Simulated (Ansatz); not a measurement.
Reaction: KI (SMILES [K][I]) → KI+ (parent SMILES [K][I], doublet) + e-
Each species at its own B3LYP-D3(BJ)/def2-TZVP minimum (Ansatz, a program for electronic structure).

Property: adiabatic ionisation energy (electronic), in eV. Radicals and triplets start from unrestricted determinants; spin-orbit coupling is neglected. Correlated methods leave the cores frozen (noble-gas shells, and filled d and f shells in the p block). Past Kr the def2 sets carry scalar-relativistic core potentials. CBS(X,Y): correlation extrapolated as X^-3, Hartree-Fock from the larger set. A bracket is a step between two methods taken in the basis named. Spin-orbit terms, left out, reach several kcal/mol for Br and I, and more for heavier atoms. The spin of IK+ (parent SMILES [K][I], doublet) was assumed, and the state is the lowest solution found for it.

CCSD(T)/CBS(def2-TZVPP,def2-QZVPP) + [CCSDT(Q) - CCSD(T)]/def2-QZVPP + [CCSDTQ - CCSDT(Q)]/def2-SVP (Ansatz) gives 7.48 eV.

Task: What does PBE/def2-TZVPD (Ansatz) give here, and how do the other levels compare?

Result: PBE gives 7.54 eV, 0.06 eV above it. Differences of the others: r2SCAN/def2-TZVPD (Ansatz) 0.05; B3LYP/def2-TZVPD (Ansatz) 0.08; PBE0/def2-TZVPD (Ansatz) 0.05; wB97M-V/def2-TZVPD (Ansatz) -0.03; CCSD(T)/CBS(def2-TZVPP,def2-QZVPP) (Ansatz) 0.00 eV.
